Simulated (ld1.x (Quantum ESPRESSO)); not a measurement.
# Pseudopotential generation for cadmium: RRKJ, LDA (PZ), scalar-relativistic.

Cd, norm-conserving RRKJ (Kleinman–Bylander form), made with ld1.x (Quantum ESPRESSO) 7.5 (LDA (PZ), scalar-relativistic). Core [Kr] 4d10, reference 5s1.75 5p0.25. Waves: 5p (bound): rc 3.10 bohr; 5d channel at 0.45 Ry: rc 3.35 bohr; 5s (bound): rc 2.55 bohr. Local part: the s channel. Core correction: a·sin(br)/r model core, default radius (core density twice the valence density).

All-electron outer shells of the reference configuration (LDA (PZ), scalar-relativistic, ld1.x):

| shell | level (eV) | outermost node (bohr) | outermost maximum (bohr) |
| --- | --- | --- | --- |
| 4p | -67.51 | 0.43 | 0.84 |
| 4d | -12.40 | 0.42 | 0.98 |
| 5s | -6.31 | 1.06 | 2.32 |
| 5p | -1.61 | 1.20 | 3.21 |

(1) Estimate the cutoffs (Ry, on a coarse ladder) from which the occupation-weighted sum of valence levels, in a spherical-Bessel basis at the reference potential, stays within 10 and 1 mRy of its value at 400 Ry.

(2) What does a ghost test show?

(3) Which valence shell sets the plane-wave cutoff?

(4) Tests: 5s2 5p0; 5s1 5p0; 5s1.5 5p0; 5s0 5p1; 5s1 5p1; 5s0 5p2. Which has the largest error in its energy relative to the reference configuration, and how large is it?

Answers

(1) 8 Ry and 21 Ry.

(2) No extra level below or beside the all-electron valence levels (p, d, s, f tested).

(3) 5s: its level needs 18 Ry to come within 1 mRy, against 10 Ry for 5p.

(4) 5s0 5p1, with -201 meV (all-electron minus pseudo) on +14.37 eV.
